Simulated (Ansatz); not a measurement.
Geometry optimisation, Ansatz 0.2.0, RKS PBE-D4/def2-SVP.

Input file:

```yaml
crystal:
  periodic: [false, false, false]
  atoms:
    - { symbol: Ga, position_ang: [0.669754, -1.483751, -0.41906] }
    - { symbol: Si, position_ang: [1.00267, 0.844667, -0.476437] }
    - { symbol: H, position_ang: [-0.362542, -2.155389, -1.419573] }
    - { symbol: H, position_ang: [1.458015, -2.413117, 0.591556] }
    - { symbol: H, position_ang: [-1.275387, 1.151853, 0.98696] }
    - { symbol: Se, position_ang: [-1.95442, 0.026928, 1.721981] }
    - { symbol: H, position_ang: [-0.234832, 1.608683, -0.909689] }
    - { symbol: H, position_ang: [1.428666, 1.42553, 0.857202] }
    - { symbol: H, position_ang: [2.084314, 1.225104, -1.471661] }
    - { symbol: H, position_ang: [-2.816237, -0.230409, 0.538722] }
basis:
  gaussian: { orbitals: def2-SVP }
hamiltonian:
  xc: pbe
  dispersion: d4
relax:
  f_tol: 0.03
  max_steps: 50
output:
  orbitals: {}
```

Launched with:

```bash
$ ansatz run input.yaml --threads 2 --pin off --max-ram 3072MiB --backend cpu --events-out ev --progress --plain --runs-dir out
```

Problem. Where does it end, and by what steps?

Solution. The run converged. The force dipped under the threshold on the way, but the program's further checks kept it going. After 22 steps the energy has fallen by 0.417 eV; H5 moved furthest, 1.16 Å. Joined: Ga1–Se6 (3.71 → 2.72 Å).

| step | energy less start (eV) | largest force component (eV/Å) | accepted |
| --- | --- | --- | --- |
| 0 | 0.0000 | 0.728 | yes |
| 1 | -0.1421 | 0.282 | yes |
| 2 | -0.2402 | 0.479 | yes |
| 3 | -0.3200 | 0.470 | yes |
| 4 | -0.3654 | 0.263 | yes |
| 5 | -0.3793 | 0.127 | yes |
| 6 | -0.3838 | 0.148 | yes |
| 7 | -0.3884 | 0.036 | yes |
| 8 | -0.3891 | 0.022 | yes |
| 9 | -0.3893 | 0.011 | yes |
| 10 | -0.3897 | 0.268 | yes |
| 11 | -0.3923 | 0.107 | yes |
| 12 | -0.3973 | 0.022 | yes |
| 13 | -0.3998 | 0.070 | yes |
| 14 | -0.3996 | 0.439 | no |
| 15 | -0.4008 | 0.115 | yes |
| 16 | -0.4058 | 0.137 | yes |
| 17 | -0.4056 | 0.370 | no |
| 18 | -0.4090 | 0.065 | yes |
| 19 | -0.4118 | 0.081 | yes |
| 20 | -0.4134 | 0.229 | yes |
| 21 | -0.4150 | 0.169 | yes |
| 22 | -0.4172 | 0.007 | yes |

```xyz
10
Properties=species:S:1:pos:R:3
Ga 0.372 -1.317 -0.222
Si 1.019 0.972 -0.662
H -0.463 -2.127 -1.303
H 1.102 -2.127 0.932
H -1.223 0.505 1.954
Se -1.810 -0.682 1.278
H -0.082 1.737 -1.364
H 1.274 1.719 0.631
H 2.262 1.129 -1.505
H -2.452 0.190 0.260
```

Whether the end is a true minimum wasn't checked by a vibrational analysis.

Time of the run: 58 s on 2 threads of Intel(R) Xeon(R) Platinum 8488C (Sapphire Rapids), with other jobs on the host, peak memory 0.19 GiB.
